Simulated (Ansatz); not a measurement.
Born–Oppenheimer molecular dynamics of CH5AlOS (9 atoms, charge 0, multiplicity 1). It starts at the highest image of a converged band. Of that band: A vibrational analysis at the climbing image gives 2 clearly imaginary modes (296i, 66i cm⁻¹): a point of higher order, so a lower path passes nearby.

The calculation used RKS PBE-D4/def2-SVP in Ansatz 0.2.0.

| Quantity | Value |
| --- | --- |
| ensemble | NVE (velocity Verlet) |
| time step | 0.5 fs |
| steps asked | 200 |
| starting velocities drawn for | 100 K |
| seed | 10841 |

Frames 0.5 fs apart, positions in Å, forces in eV/Å.

Velocities at 75.0 fs (Å/ps):

```
Al -1.08 1.33 -0.06
O -0.81 -2.24 1.29
S 2.03 0.26 1.05
H 0.42 -0.06 -2.18
C -2.58 -1.82 -2.44
H 8.02 1.35 -18.16
H 10.43 10.70 -5.22
H 1.94 -6.13 12.62
H -12.90 7.72 -10.11
```

```xyz
9
Properties=species:S:1:pos:R:3:forces:R:3 time_fs=75.0 energy_less_start_eV=0.000 T=100
Al -0.563 0.216 -0.525 0.01 0.10 0.12
O -0.520 -1.532 0.368 0.17 -0.43 0.12
S -2.293 -0.105 -1.563 -0.33 -0.12 -0.31
H -1.243 -1.879 -0.238 -0.11 -0.01 0.08
C 0.964 1.172 0.151 0.64 -0.04 0.37
H 0.149 -2.222 0.578 -0.13 0.17 -0.12
H 0.844 2.261 0.094 -0.12 0.38 -0.05
H 1.896 0.938 -0.408 -0.04 -0.06 -0.03
H 1.165 0.925 1.221 -0.08 0.00 -0.16
9
Properties=species:S:1:pos:R:3:forces:R:3 time_fs=75.5 energy_less_start_eV=-0.001 T=102
Al -0.564 0.217 -0.525 0.01 0.10 0.12
O -0.520 -1.533 0.369 0.15 -0.40 0.10
S -2.292 -0.105 -1.562 -0.36 -0.13 -0.33
H -1.243 -1.880 -0.239 -0.11 0.00 0.08
C 0.963 1.171 0.150 0.59 0.23 0.24
H 0.153 -2.221 0.569 -0.11 0.15 -0.12
H 0.849 2.267 0.091 -0.11 0.18 -0.05
H 1.897 0.934 -0.402 -0.01 -0.08 -0.06
H 1.158 0.929 1.216 -0.05 -0.04 0.02
9
Properties=species:S:1:pos:R:3:forces:R:3 time_fs=76.0 energy_less_start_eV=0.000 T=100
Al -0.564 0.218 -0.525 0.02 0.09 0.12
O -0.520 -1.534 0.369 0.12 -0.36 0.09
S -2.291 -0.105 -1.562 -0.39 -0.13 -0.34
H -1.243 -1.880 -0.240 -0.10 0.00 0.09
C 0.962 1.170 0.149 0.54 0.50 0.10
H 0.157 -2.220 0.559 -0.09 0.12 -0.10
H 0.854 2.273 0.088 -0.10 -0.03 -0.05
H 1.898 0.931 -0.395 0.03 -0.09 -0.10
H 1.151 0.932 1.211 -0.02 -0.09 0.20
9
Properties=species:S:1:pos:R:3:forces:R:3 time_fs=76.5 energy_less_start_eV=0.003 T=97
Al -0.565 0.218 -0.525 0.03 0.08 0.12
O -0.521 -1.535 0.370 0.07 -0.31 0.06
S -2.290 -0.104 -1.561 -0.42 -0.14 -0.36
H -1.244 -1.880 -0.241 -0.09 0.01 0.09
C 0.961 1.169 0.148 0.50 0.75 -0.04
H 0.160 -2.218 0.549 -0.05 0.07 -0.09
H 0.858 2.279 0.085 -0.10 -0.23 -0.05
H 1.899 0.927 -0.390 0.05 -0.10 -0.12
H 1.145 0.936 1.206 0.00 -0.13 0.38
9
Properties=species:S:1:pos:R:3:forces:R:3 time_fs=77.0 energy_less_start_eV=0.008 T=92
Al -0.565 0.219 -0.525 0.03 0.07 0.13
O -0.521 -1.537 0.371 0.02 -0.26 0.04
S -2.289 -0.104 -1.561 -0.45 -0.14 -0.38
H -1.244 -1.880 -0.241 -0.08 0.02 0.10
C 0.960 1.168 0.147 0.47 0.96 -0.15
H 0.164 -2.216 0.539 0.00 0.02 -0.07
H 0.862 2.285 0.082 -0.09 -0.41 -0.05
H 1.900 0.924 -0.384 0.07 -0.11 -0.14
H 1.138 0.939 1.202 0.03 -0.16 0.53
9
Properties=species:S:1:pos:R:3:forces:R:3 time_fs=77.5 energy_less_start_eV=0.013 T=86
Al -0.566 0.220 -0.525 0.04 0.06 0.13
O -0.522 -1.538 0.371 -0.02 -0.20 0.02
S -2.288 -0.104 -1.560 -0.48 -0.15 -0.39
H -1.245 -1.880 -0.241 -0.07 0.03 0.10
C 0.959 1.168 0.145 0.45 1.12 -0.23
H 0.167 -2.215 0.529 0.04 -0.03 -0.06
H 0.867 2.289 0.079 -0.09 -0.54 -0.05
H 1.901 0.920 -0.379 0.08 -0.11 -0.16
H 1.131 0.942 1.200 0.04 -0.17 0.64
9
Properties=species:S:1:pos:R:3:forces:R:3 time_fs=78.0 energy_less_start_eV=0.016 T=82
Al -0.566 0.220 -0.525 0.05 0.05 0.14
O -0.522 -1.539 0.372 -0.06 -0.15 0.01
S -2.288 -0.104 -1.560 -0.50 -0.15 -0.41
H -1.246 -1.879 -0.241 -0.06 0.03 0.11
C 0.958 1.168 0.144 0.46 1.22 -0.26
H 0.170 -2.213 0.519 0.08 -0.07 -0.05
H 0.870 2.293 0.076 -0.09 -0.64 -0.05
H 1.902 0.915 -0.374 0.08 -0.11 -0.16
H 1.125 0.945 1.199 0.05 -0.18 0.68
9
Properties=species:S:1:pos:R:3:forces:R:3 time_fs=78.5 energy_less_start_eV=0.017 T=81
Al -0.567 0.221 -0.525 0.06 0.04 0.14
O -0.522 -1.541 0.373 -0.09 -0.11 0.00
S -2.287 -0.104 -1.560 -0.53 -0.15 -0.42
H -1.247 -1.879 -0.241 -0.05 0.04 0.11
C 0.958 1.168 0.143 0.48 1.26 -0.24
H 0.174 -2.212 0.509 0.11 -0.10 -0.05
H 0.874 2.295 0.072 -0.09 -0.68 -0.05
H 1.904 0.911 -0.369 0.07 -0.11 -0.16
H 1.118 0.947 1.199 0.04 -0.17 0.67
9
Properties=species:S:1:pos:R:3:forces:R:3 time_fs=79.0 energy_less_start_eV=0.016 T=83
Al -0.567 0.222 -0.525 0.07 0.03 0.15
O -0.523 -1.542 0.373 -0.10 -0.09 -0.01
S -2.286 -0.104 -1.559 -0.55 -0.16 -0.43
H -1.248 -1.879 -0.240 -0.04 0.04 0.11
C 0.957 1.168 0.142 0.52 1.23 -0.16
H 0.178 -2.210 0.498 0.12 -0.12 -0.05
H 0.877 2.295 0.069 -0.09 -0.68 -0.05
H 1.906 0.906 -0.365 0.05 -0.10 -0.15
H 1.112 0.948 1.202 0.04 -0.15 0.60
9
Properties=species:S:1:pos:R:3:forces:R:3 time_fs=79.5 energy_less_start_eV=0.012 T=87
Al -0.568 0.223 -0.525 0.08 0.02 0.15
O -0.523 -1.544 0.374 -0.08 -0.08 0.00
S -2.285 -0.104 -1.559 -0.58 -0.16 -0.45
H -1.250 -1.879 -0.239 -0.04 0.04 0.10
C 0.957 1.169 0.140 0.58 1.13 -0.04
H 0.182 -2.209 0.487 0.11 -0.12 -0.05
H 0.881 2.293 0.065 -0.10 -0.62 -0.06
H 1.908 0.901 -0.361 0.02 -0.10 -0.13
H 1.106 0.950 1.205 0.02 -0.12 0.47
9
Properties=species:S:1:pos:R:3:forces:R:3 time_fs=80.0 energy_less_start_eV=0.008 T=92
Al -0.568 0.223 -0.525 0.09 0.01 0.16
O -0.523 -1.545 0.375 -0.05 -0.08 0.01
S -2.284 -0.104 -1.559 -0.60 -0.16 -0.46
H -1.251 -1.878 -0.238 -0.04 0.04 0.10
C 0.956 1.169 0.139 0.64 0.98 0.11
H 0.186 -2.209 0.477 0.08 -0.10 -0.05
H 0.884 2.290 0.061 -0.10 -0.52 -0.06
H 1.910 0.896 -0.358 -0.01 -0.08 -0.10
H 1.100 0.950 1.210 0.01 -0.09 0.31
9
Properties=species:S:1:pos:R:3:forces:R:3 time_fs=80.5 energy_less_start_eV=0.003 T=96
Al -0.569 0.224 -0.525 0.10 0.00 0.17
O -0.524 -1.546 0.376 0.00 -0.10 0.02
S -2.284 -0.104 -1.559 -0.62 -0.17 -0.47
H -1.253 -1.877 -0.237 -0.05 0.03 0.09
C 0.956 1.170 0.138 0.70 0.78 0.28
H 0.191 -2.208 0.466 0.03 -0.07 -0.06
H 0.887 2.286 0.057 -0.11 -0.37 -0.07
H 1.912 0.890 -0.355 -0.05 -0.07 -0.08
H 1.093 0.951 1.216 -0.01 -0.04 0.12
```

Of the whole run (100 fs, mean temperature of the second half 91 K): The conserved energy stayed within 0.043 meV per atom of its start (net change 0.037 meV per atom), so the integration is sound. A run of 0.1 ps of so small a system gives no equilibrium averages. The orbitals stay closed-shell, which can raise the energy where a bond breaks towards radicals; this wasn't checked here.

Time of the run: 2.9 min on 2 threads of Intel(R) Xeon(R) Platinum 8488C (Sapphire Rapids) (shared host), peak memory 0.14 GiB.
